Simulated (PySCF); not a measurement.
Fill in the blanks.

Species: C₄H₆ClNSi.
Atom-mapped SMILES: `[CH3:1]/[C:2](=[CH:3]\[Cl:4])[SiH2:5][C:6]#[N:7]` (hydrogens: H8, H9, H10 on C1; H11 on C3; H12, H13 on Si5)

Conformer (atom-mapped SMILES and torsion angles): `[CH3:1]/[C:2](=[CH:3]\[Cl:4])[SiH2:5][C:6]#[N:7]`: C1–C2–Si5–C6 61°.

```tsv
property	level	value
point group of the GFN2-xTB geometry	GFN2-xTB	C1
rotational constants A, B, C of the GFN2-xTB geometry	GFN2-xTB	?
dipole moment	B3LYP/def2-SVPD	3.31 D
HOMO energy	B3LYP/def2-SVPD	?
LUMO energy	B3LYP/def2-SVPD	-1.25 eV
lowest singlet excitation	TDDFT B3LYP/def2-SVPD	5.83 eV (213 nm, f = 0.042)
strongest line among the 8 lowest singlet transitions	TDDFT B3LYP/def2-SVPD	S3 at 6.27 eV (198 nm, f = 0.251)
lowest triplet excitation (Tamm–Dancoff)	TDA B3LYP/def2-SVPD	?
static isotropic polarisability	B3LYP/def2-SVPD	?
electronic spatial extent ⟨r²⟩ about the centre of nuclear charge	B3LYP/def2-SVPD	1504 bohr²
13C chemical shifts (computed TMS as zero) by class	GIAO PBE0/pcSseg-1	?
1H chemical shifts (computed TMS as zero) by class	GIAO PBE0/pcSseg-1	?
isotropic shieldings of nuclei other than C and H, by class	GIAO PBE0/pcSseg-1	-99 (N7), 418 (Si5), 711 (Cl4) ppm
```

Electronic properties: PySCF, gas phase, density fitting. NMR classes are plain means over equivalent atoms (diastereotopic ones count apart unless rotation or inversion swaps them), as if these changed places fast; in this geometry the members of some classes differ.

(1) What are the rotational constants A, B, C of the GFN2-xTB geometry?

(2) The lowest triplet excitation (Tamm–Dancoff)?

(3) The 13C chemical shifts (computed TMS as zero) by class?

(4) What are the 1H chemical shifts (computed TMS as zero) by class?

(5) What is the static isotropic polarisability?

(6) Give the HOMO energy.

Answers

(1) 3.898, 0.765, 0.736 GHz.

(2) 4.10 eV.

(3) 142.6 (C3), 136.8 (C2), 122.6 (C6), 18.6 (C1) ppm.

(4) 6.43 (H11), 4.59 (H12/H13), 2.29 (H8/H9/H10) ppm.

(5) 93.3 au.

(6) -7.62 eV.

A dipole of 3.31 D is allowed in C1, and pure rotational transitions are dipole-allowed. With B = h/(8π²I), that is 505.379 GHz u Å² over I, the principal moments of inertia are 129.6, 660.3 and 686.8 u Å² (most abundant isotopes). The principal polarisabilities are 75.0, 82.6 and 122.2 au; their mean is the isotropic value.

For the NMR shielding job (PBE0/pcSseg-1), hardware: one thread, x86-64 server, no GPU, shared host. Cost: 18 s of wall time.

One conformer stands for the species.
